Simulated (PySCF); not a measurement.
Se(OH)(SiH3) (H4OSeSi), SMILES O[Se][SiH3]. Atoms are numbered in the order given.

```xyz
7

Se     0.1107    -0.2900     0.6392
O      0.8658    -1.3637    -0.6616
H      1.7866    -1.0637    -0.7207
Si    -0.7025     1.2253    -0.8705
H     -1.4194     2.2644    -0.0713
H     -1.6376     0.5656    -1.8251
H      0.4172     1.8492    -1.6359
```
Charge 0, spin multiplicity 1.

Coordinates come from a r2SCAN-D4/def2-SVP optimisation. Other conformers were not sampled.

All values below come from B3LYP/def2-TZVPD (PySCF).

Mulliken values depend strongly on the basis, most of all with diffuse functions as here. ESP charges are fitted to the potential on shells at 1.4 to 2.0 van der Waals radii. Atomic charges (e):

| atom | Mulliken | ESP fit | IAO |
|---|---|---|---|
| Se1 | 0.07 | 0.00 | [?] |
| O2 | -0.55 | -0.43 | [?] |
| H3 | 0.34 | 0.35 | 0.37 |
| Si4 | 0.42 | 0.09 | 0.52 |
| H5 | -0.11 | 0.01 | [?] |
| H6 | -0.08 | 0.01 | [?] |
| H7 | -0.09 | -0.03 | [?] |

Q: Fill in the missing entries. (The exact figures need the calculation; the answer reports its results.)

A: 
- Se1, IAO: 0.16
- O2, IAO: -0.69
- H5, IAO: -0.12
- H6, IAO: -0.12
- H7, IAO: -0.12
